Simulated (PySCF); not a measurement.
C4H12S4Sn, SMILES C[S][Sn]([S]C)([S]C)[S]C, GFN2-xTB optimised geometry.

```
21

C      2.14    -0.77     1.74
S      1.74    -1.13     0.00
Sn    -0.73    -1.13     0.00
S     -1.45    -2.25    -2.08
C     -0.23    -3.58    -2.26
S     -1.46    -2.24     2.08
C     -3.18    -1.68     2.26
S     -1.74     1.13     0.00
C     -1.58     1.64    -1.73
H      1.65    -1.49     2.38
H      1.85     0.24     1.98
H      3.22    -0.88     1.81
H     -0.42    -4.02    -3.24
H     -0.38    -4.33    -1.49
H      0.77    -3.18    -2.23
H     -3.22    -0.60     2.23
H     -3.79    -2.12     1.48
H     -3.49    -2.04     3.23
H     -2.03     0.90    -2.38
H     -0.53     1.79    -1.98
H     -2.11     2.58    -1.81
```

Density from PBE0/def2-SVP, def2 effective core potentials past Kr (PySCF) at that geometry. The core electrons that the potentials of Sn replace are not part of the density.

Minimum of the electron density along straight lines between bonded atoms, close to the bond critical point (lines longer than 1.1 times the sum of covalent radii, or with two minima, are not listed):

```json
[
 {"bond": "C1–S2", "length / Å": "1.817", "ρ at the minimum / e bohr⁻³": "0.177", "∇²ρ there / e bohr⁻⁵": "-0.30", "position (fraction from the first atom)": "0.46"},
 {"bond": "S2–Sn3", "length / Å": "2.470", "ρ at the minimum / e bohr⁻³": "0.073", "∇²ρ there / e bohr⁻⁵": "0.09", "position (fraction from the first atom)": "0.53"},
 {"bond": "Sn3–S4", "length / Å": "2.471", "ρ at the minimum / e bohr⁻³": "0.073", "∇²ρ there / e bohr⁻⁵": "0.09", "position (fraction from the first atom)": "0.47"},
 {"bond": "S4–C5", "length / Å": "1.817", "ρ at the minimum / e bohr⁻³": "0.177", "∇²ρ there / e bohr⁻⁵": "-0.30", "position (fraction from the first atom)": "0.54"},
 {"bond": "Sn3–S6", "length / Å": "2.471", "ρ at the minimum / e bohr⁻³": "0.073", "∇²ρ there / e bohr⁻⁵": "0.09", "position (fraction from the first atom)": "0.47"},
 {"bond": "S6–C7", "length / Å": "1.816", "ρ at the minimum / e bohr⁻³": "0.177", "∇²ρ there / e bohr⁻⁵": "-0.30", "position (fraction from the first atom)": "0.54"},
 {"bond": "Sn3–S8", "length / Å": "2.470", "ρ at the minimum / e bohr⁻³": "0.073", "∇²ρ there / e bohr⁻⁵": "0.09", "position (fraction from the first atom)": "0.47"},
 {"bond": "S8–C9", "length / Å": "1.817", "ρ at the minimum / e bohr⁻³": "0.177", "∇²ρ there / e bohr⁻⁵": "-0.30", "position (fraction from the first atom)": "0.54"},
 {"bond": "C1–H10", "length / Å": "1.085", "ρ at the minimum / e bohr⁻³": "0.281", "∇²ρ there / e bohr⁻⁵": "-1.08", "position (fraction from the first atom)": "0.64"},
 {"bond": "C1–H11", "length / Å": "1.085", "ρ at the minimum / e bohr⁻³": "0.281", "∇²ρ there / e bohr⁻⁵": "-1.07", "position (fraction from the first atom)": "0.64"},
 {"bond": "C1–H12", "length / Å": "1.085", "ρ at the minimum / e bohr⁻³": "0.279", "∇²ρ there / e bohr⁻⁵": "-1.06", "position (fraction from the first atom)": "0.64"},
 {"bond": "C5–H13", "length / Å": "1.085", "ρ at the minimum / e bohr⁻³": "0.279", "∇²ρ there / e bohr⁻⁵": "-1.06", "position (fraction from the first atom)": "0.64"},
 {"bond": "C5–H14", "length / Å": "1.085", "ρ at the minimum / e bohr⁻³": "0.281", "∇²ρ there / e bohr⁻⁵": "-1.07", "position (fraction from the first atom)": "0.64"},
 {"bond": "C5–H15", "length / Å": "1.085", "ρ at the minimum / e bohr⁻³": "0.281", "∇²ρ there / e bohr⁻⁵": "-1.08", "position (fraction from the first atom)": "0.64"},
 {"bond": "C7–H16", "length / Å": "1.085", "ρ at the minimum / e bohr⁻³": "0.281", "∇²ρ there / e bohr⁻⁵": "-1.08", "position (fraction from the first atom)": "0.64"},
 {"bond": "C7–H17", "length / Å": "1.085", "ρ at the minimum / e bohr⁻³": "0.281", "∇²ρ there / e bohr⁻⁵": "-1.07", "position (fraction from the first atom)": "0.64"},
 {"bond": "C7–H18", "length / Å": "1.085", "ρ at the minimum / e bohr⁻³": "0.279", "∇²ρ there / e bohr⁻⁵": "-1.06", "position (fraction from the first atom)": "0.64"},
 {"bond": "C9–H19", "length / Å": "1.085", "ρ at the minimum / e bohr⁻³": "0.281", "∇²ρ there / e bohr⁻⁵": "-1.08", "position (fraction from the first atom)": "0.64"},
 {"bond": "C9–H20", "length / Å": "1.085", "ρ at the minimum / e bohr⁻³": "0.281", "∇²ρ there / e bohr⁻⁵": "-1.07", "position (fraction from the first atom)": "0.64"},
 {"bond": "C9–H21", "length / Å": "1.085", "ρ at the minimum / e bohr⁻³": "0.279", "∇²ρ there / e bohr⁻⁵": "-1.06", "position (fraction from the first atom)": "0.64"}
]
```
